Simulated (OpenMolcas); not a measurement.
What dynamic correlation does to the levels of Mo³⁺

- Program: OpenMolcas 26.06
- Basis: ANO-RCC-VTZP [7s6p4d2f1g]
- Scalar Hamiltonian: DKH2, point nucleus
- Active space: 3 electrons in 10 orbitals (4d 5d)
- State averaging: 2S+1 = 4 even, 10 roots; 2S+1 = 2 even, 40 roots
- Spin-orbit coupling: RASSI with atomic mean-field integrals over the reference wave functions, term energies averaged over their components

Methods on the same reference wave functions:
A. CASSCF
B. SS-CASPT2, IPEA 0.25 Eh, imaginary shift 0.1 Eh (closed shells correlated: 4s 4p)
C. MS-CASPT2, IPEA 0.25 Eh, imaginary shift 0.1 Eh (closed shells correlated: 4s 4p)
D. XMS-CASPT2, IPEA 0.25 Eh, imaginary shift 0.1 Eh (closed shells correlated: 4s 4p)

Energies in cm⁻¹ above 4d³ ⁴F_3/2, the measured ground level; measured values from Sugar and Musgrove, J. Phys. Chem. Ref. Data 17, 155 (1988).

```csv
Level,A,B,C,D,Measured
4d³ ⁴F_3/2,0.0,0.0,0.0,0.0,0.0
4d³ ⁴F_5/2,745,763,763,757,778
4d³ ⁴F_7/2,1706,1728,1728,1721,1760
4d³ ⁴F_9/2,2824,2830,2830,2830,2865
4d³ ⁴P_1/2,13005,10550,10560,10930,10338
4d³ ⁴P_3/2,13111,10530,10530,10960,10331
4d³ ²G_7/2,14050,11890,11890,12790,11580
4d³ ⁴P_5/2,14210,11850,11850,12180,11612
4d³ ²G_9/2,14780,12670,12670,13520,12311
4d³ ²P_1/2,18360,14220,14220,15120,14348
4d³ ²H_9/2,18650,16650,16650,17280,15995
4d³ ²H_11/2,19063,17080,17080,17670,16357
4d³ ²D_5/2(1),20778,17390,17400,18440,16809
4d³ ²D_3/2(1) [54 %],21035,17340,17330,18350,
4d³ ²F_7/2,30540,25700,25700,26540,24787
4d³ ²F_5/2,30882,26030,26030,26860,25100
4d³ ²D_5/2(2),47140,40770,40760,40810,38922
4d³ ²D_3/2(2),47489,41110,41120,41140,39231
```

Deviations, from unrounded energies. A percentage is the sum of absolute deviations over the sum of measured energies, with the sign that they share, or ± where signs differ.

```
                        Against measurement  Levels      A     B     C     D
             mean absolute deviation (cm-1)      16   3400   570   570  1000
      fine structure of the ground term (%)       3   -2.4  -1.6  -1.5  -1.8
other terms of the ground configuration (%)      13  +21.9  ±3.6  ±3.6  +6.7
```

B, C lie about equally close to measurement and A furthest from it. The largest miss of B in the table is 4d³ ²D_3/2(2), by +1900 cm-1. The ranking rests on the paired levels alone, and a cruder setting can come out closer through cancelling errors.

Among B to D the level of the table that moves most is 4d³ ²D_5/2(1), by 1000 cm-1 (lowest in B, highest in D). Moves below CASPT2's spread within the term are not significant.

The mean deviations of B to D differ by less than CASPT2's widest spread within a term (1300 cm-1), so their order carries little weight.

From A to B the spin-free energies of the other terms of 4d³ shown, above ⁴F, scale by factors of 0.75 to 0.88, as is usual when dynamic correlation screens the repulsion within a d or f shell.

The lowest spin-free term lies below A's lowest term by 0.292 hartree in B, 0.292 hartree in C, 0.296 hartree in D.

CASPT2 breaks the degeneracy within a term, and the mean is taken; among the terms shown or strongly mixed into the levels shown the widest spread is 1300 cm-1 (4d³ ⁴F, D). Active for correlation alone: 5d; no level in the range computed is led by a configuration that fills it, so any true level of that kind is missing. Without dynamic correlation excited terms often stand tens of per cent too high (terms of higher spin than the ground term too low), and those without a measured partner can miss by more than the paired ones (holds for A). The CASPT2 spread within a term exceeds the gap to the next term for 4d³ ²H and 4d³ ²D(1), so the order of their levels is uncertain (holds for B; C; D). Measured partners are found by configuration, term and J. A level has none where our copy of the source lacks it or the pairing is in doubt (some pairs that miss far off the trend of their configuration count as doubtful), and it then counts in no deviation. Levels of configurations outside the active space are missing. The table leaves out levels that lie high or whose names do not pair safely across all columns.

A share in square brackets marks a mixed level and gives the weight of the term that names it, the lowest over the columns. A number in round brackets counts repeated terms of one configuration in the order of the reference energies.
